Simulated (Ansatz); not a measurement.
Basis-set extrapolation for CH7OPSi, SMILES `OC[SiH2]P` (PBE0-D4/def2-TZVP geometry, frozen core, Ansatz). Multiplicity 1, RHF reference.

```
                      def2-TZVPP   def2-QZVPP
                 HF  -746.534343  -746.558749
    MP2 correlation    -0.701791    -0.754422
CCSD(T) correlation    -0.784589      not run
```

Energies in hartree. Use E(X) = E(∞) + A·exp(−7.88·√X) for Hartree–Fock and E(X) = E(∞) + B·X^(−2.97) for correlation, with X = 3 and 4, and add CCSD(T) minus MP2 of the smaller set to the MP2 limit.

Problem. What is the CCSD(T) energy at the basis-set limit?

Solution. HF limit: -746.558749 + (-0.024406) × 0.13774 = -746.56211. MP2 limit: -0.754422 + (-0.052631) × 0.74074 = -0.79341. Higher-order term: -0.784589 − (-0.701791) = -0.08280. Total: -747.43832 hartree, 74.9 kcal/mol below CCSD(T)/def2-TZVPP.
